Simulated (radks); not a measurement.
All-electron atom: I52+ in 1s1 (the NIST ground configuration). Method: Dirac Kohn-Sham, BLYP, spin-unpolarised, spherical densities, finite nucleus; Fermi nuclear charge, rms radius 4.75 fm; computed with a radial shooting solver on a logarithmic mesh with Libxc functionals.

Normalised radial functions P(r) = r R(r) (large component), r in bohr:

```
   r/bohr * 1s1/2 (the largest magnitude, 5.34, reaches the edge; | marks zero)
 0.001188 |          *
 0.001277 |           *
 0.001384 |           *
 0.001487 |            *
 0.001611 |             *
 0.001731 |              *
  0.00186 |               *
 0.002015 |                *
 0.002165 |                 *
 0.002327 |                  *
 0.002521 |                   *
 0.002709 |                     *
 0.002911 |                      *
 0.003154 |                       *
 0.003389 |                         *
 0.003672 |                          *
 0.003946 |                            *
  0.00424 |                             *
 0.004593 |                               *
 0.004936 |                                *
 0.005305 |                                  *
 0.005747 |                                    *
 0.006176 |                                     *
 0.006637 |                                       *
  0.00719 |                                         *
 0.007726 |                                          *
  0.00837 |                                            *
 0.008995 |                                              *
 0.009666 |                                               *
  0.01047 |                                                 *
  0.01125 |                                                  *
  0.01209 |                                                   *
   0.0131 |                                                    *
  0.01408 |                                                     *
  0.01525 |                                                      *
  0.01639 |                                                      *
  0.01761 |                                                      *
  0.01908 |                                                      *
   0.0205 |                                                     *
  0.02204 |                                                     *
  0.02387 |                                                   *
  0.02565 |                                                  *
  0.02757 |                                                *
  0.02986 |                                              *
  0.03209 |                                           *
  0.03477 |                                         *
  0.03736 |                                      *
  0.04015 |                                   *
  0.04349 |                               *
  0.04674 |                            *
  0.05023 |                         *
  0.05441 |                     *
  0.05848 |                  *
  0.06284 |               *
  0.06808 |            *
  0.07316 |          *
  0.07925 |       *
  0.08517 |      *
  0.09153 |    *
  0.09915 |   *
   0.1066 |  *
```

1s1/2: eigenvalue -39306 eV, 0 radial nodes, <r> = 0.0269 bohr, 90 % of the charge inside 0.0483 bohr.
